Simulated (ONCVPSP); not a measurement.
# zirconium (Zr): one change to an ONCV potential, before and after

Zr (Z = 40), optimised norm-conserving Vanderbilt (ONCV), made with ONCVPSP 4.0.1 (revPBE, scalar-relativistic). Core [Kr], reference 4d2 5s2. Waves: 5s: rc 2.70 bohr, ncon 3, nbas 7, qcut 2.4 1/bohr, 2 projectors, debl 2.3 Ha; p scattering state at 0.03 Ha: rc 2.85 bohr, ncon 4, nbas 8, qcut 2.5 1/bohr, 2 projectors, debl 3.9 Ha; 4d: rc 1.80 bohr, ncon 4, nbas 9, qcut 6 1/bohr, local. Local part: the d channel. Core correction: none.

In the p channel the program set the typed energies aside and used 0.050, 3.950 Ha.

Change: s: rc 3.28.

Cutoffs: the cutoffs (Ha) at which the residual kinetic energy of the hardest occupied pseudo-wave falls to 1 and 0.1 mHa per electron; they do not see the model core or the augmentation charge, which bear on the density cutoff. Errors are all-electron minus pseudo energies relative to the spin-unpolarised reference configuration.

Q: Predict the effect on cutoff, ghosts and configuration errors.

A: The potential gets neither clearly harder nor softer (14 Ha and 17 Ha → 14 Ha and 17 Ha); the bound ghost in s disappears; the lowest positive-energy flag moves from none to s at 4.5 eV; the number of tests with a reliable result goes from 4 to 1.

```csv
quantity,base,changed
"cutoff, loose",14 Ha,14 Ha
"cutoff, tight",17 Ha,17 Ha
loose cutoff by channel,"s 2.2 Ha, d 14 Ha","s 2.0 Ha, d 14 Ha"
bound ghosts,s,none
GHOST(+) flags under 300 eV,none,s at 4.5 eV
tests with a reliable result,4 of 4,1 of 4
"error for 4d3 5s0, meV [ΔE 7.40 eV]",+15,+21
p: phases at 2.90 bohr within 0.05 rad from the reference energy up to (Ha; the scan ends near 5),0.6,0.6
d: phases at 1.83 bohr within 0.05 rad from the reference energy up to (Ha; the scan ends near 5),3.5,3.5
```

 A true bound ghost makes a file unfit for plane-wave use even where its test errors are small: the radial tests pick states by their node count and pass the ghost by.
